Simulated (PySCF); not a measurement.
Static response to an electric field

Compound: C3H11FSi2.
Cartesian coordinates in Å at the PBE0-D3(BJ)/def2-SVP level; atoms count from 1:
```xyz
17
C3H11FSi2 angstrom
C      2.3881    0.2233    0.9142
Si     1.5554   -0.7472   -0.4567
C     -0.2233   -0.0878   -0.6908
F     -0.0984    1.2817   -0.9642
C     -1.1437   -0.2732    0.5016
Si    -2.7160    0.7840    0.3969
H      3.4535   -0.0376    1.0001
H      1.9117    0.0361    1.8886
H      2.3106    1.2993    0.6948
H      2.2946   -0.5773   -1.7449
H      1.4799   -2.2086   -0.1365
H     -0.6872   -0.5488   -1.5822
H     -1.4432   -1.3327    0.5682
H     -0.6339   -0.0322    1.4511
H     -3.6905    0.3079    1.4276
H     -3.3349    0.6266   -0.9554
H     -2.4370    2.2270    0.6483
```

Level: B3LYP/def2-SVPD (PySCF), static field, nuclei fixed, core orbitals frozen in the response. The polarisability tensor in these axes (au):

```
x   110.36  -6.29  -2.36
y    -6.29  87.46   2.92
z    -2.36   2.92  87.55
```

**Question.** Give the principal values, the mean and the anisotropy Δα = √{½[(α1 − α2)² + (α2 − α3)² + (α1 − α3)²]}.

**Answer.** Principal values 84.19, 88.83 and 112.34 au; mean 95.12 au = 14.10 Å³ = 15.68 × 10⁻⁴⁰ C²·m²/J; Δα = 26.14 au (27 % of the mean).

**Question.** What is the dipole moment, and where does it point?

**Answer.** (0.46, -1.43, 0.91) D, 1.76 D in size, pointing from the negative to the positive side. Measured along this direction, the outermost atoms are H17 at the negative end and H11 at the positive end.

**Question.** Give the principal axes and the span of the nuclei along them.

**Answer.** Largest value along (0.96, -0.26, -0.12), where the nuclei span 6.99 Å; middle along (0.25, 0.55, 0.80), 3.73 Å; least along (0.14, 0.79, -0.59), 3.17 Å. The response follows the extents in order.

**Question.** Orientational against electronic polarisability at 400 K (dilute gas, rigid molecules)?

**Answer.** In Gaussian units μ²/3kT = 18.61 Å³ against 14.10 Å³, a ratio of 1.32; the Debye molar polarisation (4π/3)N_A(α + μ²/3kT) is 82.5 cm³/mol, leaving out the vibrational part.

**Question.** Molar refractivity from α?

**Answer.** Lorentz–Lorenz: R = (4π/3)N_A α = 2.5225 cm³/(mol·Å³) × 14.10 Å³ = 35.6 cm³/mol, in the limit of long wavelengths.

Isolated species at its PBE0-D3(BJ)/def2-SVP geometry (one conformer only).
